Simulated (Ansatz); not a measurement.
A nudged elastic band was laid between two geometries of Cl2H2Sn + H (6 atoms, charge 0, multiplicity 2).

Computed with UKS PBE0-D4/def2-SVP in Ansatz 0.2.0.

```
movable images  : 5
climbing image  : yes
spring          : 5.0 eV/Å²
optimiser       : quadratic models (default)
start path      : through a guess of the saddle point
force threshold : 0.5 eV/Å
iteration limit : 60
end points      : relaxed
```

Image 0:

```xyz
6
Properties=species:S:1:pos:R:3
Sn 0.009 -0.014 -0.195
Cl -0.072 0.129 2.143
H 1.643 0.084 -0.662
Cl -1.086 1.882 -1.028
H -0.893 -1.380 -0.661
H 0.087 -0.153 5.433
```

Image 6:

```xyz
6
Properties=species:S:1:pos:R:3
Sn 0.020 -0.033 -0.260
Cl 0.003 -0.006 3.461
H 1.617 0.058 -0.927
Cl -1.095 1.898 -1.068
H -0.858 -1.371 -0.927
H 0.000 0.001 4.749
```

Question: Which bonds break or form, and what moves?

Answer: Bonds broken: Sn1–Cl2. Bonds formed: Cl2–H6. Cl2H2Sn + H becomes ClH + ClH2Sn.

Question: Give the energies along the band, and the barrier.

Answer: The run converged. The highest image is number 3 of 0 to 6, 6.3 kcal/mol above the first end and 19.4 kcal/mol above the last; the last end lies 13.1 kcal/mol below the first. The threshold of 0.5 eV/Å is loose, so the images may lie well off the minimum-energy path. Another band between the same ends (5 images) ends at a top of the same energy, where a vibrational analysis finds 1 clearly imaginary mode.

```json
{"image": "0", "path coordinate (Å)": "0.00", "energy (kcal/mol)": "0.0", "Sn1–Cl2 (Å)": "2.34", "Cl2–H6 (Å)": "3.31"}
{"image": "1", "path coordinate (Å)": "0.46", "energy (kcal/mol)": "0.2", "Sn1–Cl2 (Å)": "2.34", "Cl2–H6 (Å)": "2.81"}
{"image": "2", "path coordinate (Å)": "0.92", "energy (kcal/mol)": "1.7", "Sn1–Cl2 (Å)": "2.35", "Cl2–H6 (Å)": "2.31"}
{"image": "3", "path coordinate (Å)": "1.38", "energy (kcal/mol)": "6.3", "Sn1–Cl2 (Å)": "2.46", "Cl2–H6 (Å)": "1.70"}
{"image": "4", "path coordinate (Å)": "1.85", "energy (kcal/mol)": "-9.3", "Sn1–Cl2 (Å)": "2.96", "Cl2–H6 (Å)": "1.30"}
{"image": "5", "path coordinate (Å)": "2.32", "energy (kcal/mol)": "-12.6", "Sn1–Cl2 (Å)": "3.33", "Cl2–H6 (Å)": "1.29"}
{"image": "6", "path coordinate (Å)": "2.79", "energy (kcal/mol)": "-13.1", "Sn1–Cl2 (Å)": "3.72", "Cl2–H6 (Å)": "1.29"}
```

Question: What is the geometry of the highest image?

Answer: 
```xyz
6
Properties=species:S:1:pos:R:3
Sn 0.011 -0.018 0.046
Cl -0.023 0.040 2.507
H 1.638 0.071 -0.474
Cl -1.089 1.886 -0.784
H -0.880 -1.383 -0.474
H 0.029 -0.050 4.208
```

Time of the run: 100 s on 2 threads of Arm Neoverse V2, on a shared host, peak memory 0.23 GiB.
